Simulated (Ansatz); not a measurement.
The same path of FGeH3O3 + H2 (10 atoms, charge 0, multiplicity 1) was run twice with different band settings. Lost on the way: Ge1–F2, H9–H10. Made: Ge1–H9, F2–H10.

All numbers below come from RHF/def2-SVP in Ansatz 0.2.0.

Relaxed end points:

```xyz
10
Properties=species:S:1:pos:R:3
Ge -0.326 -0.437 -0.396
F -0.001 0.335 1.100
O 1.160 -1.070 -0.996
H 1.850 -0.462 -1.215
O -0.977 0.742 -1.471
H -1.833 1.097 -1.281
O -1.463 -1.699 -0.109
H -1.189 -2.440 0.411
H 1.917 2.685 2.639
H 1.468 2.159 2.357
```

```xyz
10
Properties=species:S:1:pos:R:3
Ge 0.987 0.151 0.146
F -2.342 -0.022 1.141
O 1.568 -0.355 -1.416
H 1.163 -1.117 -1.804
O -0.413 1.225 -0.088
H -0.356 1.907 -0.740
O 0.328 -1.193 1.018
H -0.590 -1.144 1.260
H 2.109 0.871 0.859
H -1.851 0.588 0.663
```

Common settings: spring 5.0 eV/Å²; optimiser quadratic models (default); start path through a guess of the saddle point; force threshold 0.03 eV/Å; iteration limit 60; end points relaxed.

| run | movable images | climbing image |
| --- | --- | --- |
| 1 | 7 | yes |
| 2 | 3 | no |

Question: What does each run give, and how far can it be trusted?

Answer: Run 1: converged after 44 iterations, highest image 2.546 eV above the first end. Neighbouring images differ by up to 2.3 eV, so the band resolves the path poorly. A vibrational analysis at the climbing image gives one clearly imaginary mode, 1398i cm⁻¹: a first-order saddle point.
Run 2: converged after 57 iterations, highest image 0.176 eV above the first end. No image climbed, so the highest image needn't sit at the top of the path. A band with more images between the same ends climbed to 2.55 eV, so this one has probably stepped over the top. So few images can step over the top or miss a turn of the path.
The orbitals stay closed-shell, which can raise the energy where a bond breaks towards radicals; this wasn't checked here.
